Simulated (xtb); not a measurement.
xtb input (GFN1-xTB):

```bash
xtb mol.xyz --gfn 1 --sp --chrg -1 --uhf 0
```
mol.xyz:
```
7

Si     0.01134449    -0.17548464     0.58537902
O     -0.48240654     1.47068926     0.30794980
O     -1.01471433    -1.06449393    -0.49276782
O      1.36862085    -0.22478769    -0.55385831
H     -0.54711241     1.63998159    -0.64382414
H     -0.63218849    -1.02385784    -1.38064888
H      2.04847813     0.38940002    -0.26142261
```

Output:

```
           -------------------------------------------------
          |                Calculation Setup                |
           -------------------------------------------------

           -------------------------------------------------
          |                 G F N 1 - x T B                 |
           -------------------------------------------------

        Reference                      10.1021/acs.jctc.7b00118
      * Hamiltonian:
        H0-scaling (s, p, d)           1.850000    2.250000    2.000000
        zeta-weighting                 0.000000
      * Dispersion:
        s8                             2.400000
        a1                             0.630000
        a2                             5.000000
        s9                             0.000000
      * Repulsion:
        kExp                           1.500000
        rExp                           1.000000
      * Coulomb:
        alpha                          2.000000
        third order                    atomic
        anisotropic                    false
      * Halogen bond correction:
        rad-scale                      1.300000
        damping                        0.440000

          ...................................................
          :                      SETUP                      :
          :.................................................:
          :  # basis functions                  28          :
          :  # atomic orbitals                  27          :
          :  # shells                           15          :
          :  # electrons                        26          :
          :  # halogen bonds                     0          :
          :  max. iterations                   250          :
          :  Hamiltonian                  GFN1-xTB          :
          :  restarted?                      false          :
          :  GBSA solvation                  false          :
          :  PC potential                    false          :
          :  electronic temp.          300.0000000     K    :
          :  accuracy                    1.0000000          :
          :  -> integral cutoff          0.2500000E+02      :
          :  -> integral neglect         0.1000000E-07      :
          :  -> SCF convergence          0.1000000E-05 Eh   :
          :  -> wf. convergence          0.2000000E-04 e    :
          :  Broyden damping             0.4000000          :
          :  net charge                         -1          :
          :  unpaired electrons                  0          :
          ...................................................

 iter      E             dE          RMSdq      gap      omega  full diag
   1    -17.9307243 -0.179307E+02  0.619E+00    5.44       0.0  T
   2    -17.9650332 -0.343089E-01  0.354E+00    5.11       1.0  T
   3    -17.9656788 -0.645638E-03  0.101E+00    5.08       1.0  T
   4    -17.9657957 -0.116846E-03  0.127E-01    5.06       1.0  T
   5    -17.9658288 -0.331450E-04  0.119E-02    5.07       3.2  T
   6    -17.9658297 -0.830392E-06  0.334E-03    5.07      11.3  T
   7    -17.9658297 -0.554245E-08  0.569E-04    5.07      66.4  T
   8    -17.9658297 -0.200389E-08  0.604E-05    5.07     625.5  T
   9    -17.9658297 -0.184990E-10  0.876E-06    5.07    4312.7  T

   *** convergence criteria satisfied after 9 iterations ***

         #    Occupation            Energy/Eh            Energy/eV
      -------------------------------------------------------------
         1        2.0000           -0.4963919             -13.5075
       ...           ...                  ...                  ...
         7        2.0000           -0.2970669              -8.0836
         8        2.0000           -0.2777032              -7.5567
         9        2.0000           -0.2642050              -7.1894
        10        2.0000           -0.2522448              -6.8639
        11        2.0000           -0.2345311              -6.3819
        12        2.0000           -0.2282864              -6.2120
        13        2.0000           -0.1034586              -2.8153 (HOMO)
        14                          0.0827857               2.2527 (LUMO)
        15                          0.1147412               3.1223
        16                          0.1257602               3.4221
        17                          0.1484734               4.0402
        18                          0.1595717               4.3422
       ...                                ...                  ...
        27                          1.2819048              34.8824
      -------------------------------------------------------------
                  HL-Gap            0.1862443 Eh            5.0680 eV
             Fermi-level           -0.0103365 Eh           -0.2813 eV

 SCC (total)                   0 d,  0 h,  0 min,  0.005 sec
 SCC setup                      ...        0 min,  0.000 sec (  1.462%)
 Dispersion                     ...        0 min,  0.000 sec (  0.548%)
 classical contributions        ...        0 min,  0.000 sec (  0.352%)
 integral evaluation            ...        0 min,  0.001 sec ( 25.523%)
 iterations                     ...        0 min,  0.001 sec ( 28.928%)
 molecular gradient             ...        0 min,  0.002 sec ( 41.118%)
 printout                       ...        0 min,  0.000 sec (  1.749%)

         :::::::::::::::::::::::::::::::::::::::::::::::::::::
         ::                     SUMMARY                     ::
         :::::::::::::::::::::::::::::::::::::::::::::::::::::
         :: total energy             -17.894479867425 Eh    ::
         :: gradient norm              0.026342805953 Eh/a0 ::
         :: HOMO-LUMO gap              5.067966289737 eV    ::
         ::.................................................::
         :: SCC energy               -17.965829672625 Eh    ::
         :: -> electrostatic           0.296018935701 Eh    ::
         :: repulsion energy           0.073053455930 Eh    ::
         :: dispersion energy         -0.001703650730 Eh    ::
         :: halogen bond corr.         0.000000000000 Eh    ::
         :: add. restraining           0.000000000000 Eh    ::
         :: total charge              -1.000000000000 e     ::
         :::::::::::::::::::::::::::::::::::::::::::::::::::::

           -------------------------------------------------
          |                Property Printout                |
           -------------------------------------------------

    * Orbital Energies and Occupations

         #    Occupation            Energy/Eh            Energy/eV
      -------------------------------------------------------------
         1        2.0000           -0.4963919             -13.5075
         2        2.0000           -0.4932819             -13.4229
         3        2.0000           -0.4899301             -13.3317
         4        2.0000           -0.3485779              -9.4853
         5        2.0000           -0.3462149              -9.4210
         6        2.0000           -0.3352037              -9.1214
         7        2.0000           -0.2970669              -8.0836
         8        2.0000           -0.2777032              -7.5567
         9        2.0000           -0.2642050              -7.1894
        10        2.0000           -0.2522448              -6.8639
        11        2.0000           -0.2345311              -6.3819
        12        2.0000           -0.2282864              -6.2120
        13        2.0000           -0.1034586              -2.8153 (HOMO)
        14                          0.0827857               2.2527 (LUMO)
        15                          0.1147412               3.1223
        16                          0.1257602               3.4221
        17                          0.1484734               4.0402
Note: The following floating-point exceptions are signalling: IEEE_DENORMAL
normal termination of xtb
        18                          0.1595717               4.3422
        19                          0.4300024              11.7010
        20                          0.4500308              12.2460
        21                          0.4624228              12.5832
        22                          0.5111580              13.9093
        23                          0.6145051              16.7215
        24                          0.6336773              17.2432
       ...                                ...                  ...
        27                          1.2819048              34.8824
      -------------------------------------------------------------
                  HL-Gap            0.1862443 Eh            5.0680 eV
             Fermi-level           -0.0103365 Eh           -0.2813 eV

  Mulliken/CM5 charges         n(s)   n(p)   n(d)
     1Si    0.07163  0.04029   1.408  1.773  0.747
     2O    -0.62589 -0.79343   1.688  4.938  0.000
     3O    -0.61995 -0.78767   1.685  4.935  0.000
     4O    -0.62864 -0.80460   1.693  4.936  0.000
     5H     0.27243  0.45192   0.728  0.000  0.000
     6H     0.28302  0.46640   0.717  0.000  0.000
     7H     0.24739  0.42708   0.753  0.000  0.000

Wiberg/Mayer (AO) data.
largest (>0.10) Wiberg bond orders for each atom

 ---------------------------------------------------------------------------
     #   Z sym  total        # sym  WBO       # sym  WBO       # sym  WBO
 ---------------------------------------------------------------------------
     1  14 Si   3.397 --     3 O    1.099     2 O    1.076     4 O    1.041
     2   8 O    2.018 --     1 Si   1.076     5 H    0.889
     3   8 O    2.030 --     1 Si   1.099     6 H    0.883
     4   8 O    2.009 --     1 Si   1.041     7 H    0.905
     5   1 H    0.966 --     2 O    0.889
     6   1 H    0.958 --     3 O    0.883
     7   1 H    0.995 --     4 O    0.905
 ---------------------------------------------------------------------------

Topologies differ in total number of bonds
Writing topology from bond orders to xtbtopo.mol

 dipole moment from electron density (au)
     X       Y       Z
   0.7163   0.8143  -1.6524  total (Debye):    5.024

           -------------------------------------------------
          | TOTAL ENERGY              -17.894479867425 Eh   |
          | GRADIENT NORM               0.026342805953 Eh/α |
          | HOMO-LUMO GAP               5.067966289737 eV   |
           -------------------------------------------------

------------------------------------------------------------------------
------------------------------------------------------------------------
 total:
 SCF:
```

It need not be the lowest isomer of its formula. Whether it binds its extra electron was not tested at this geometry.
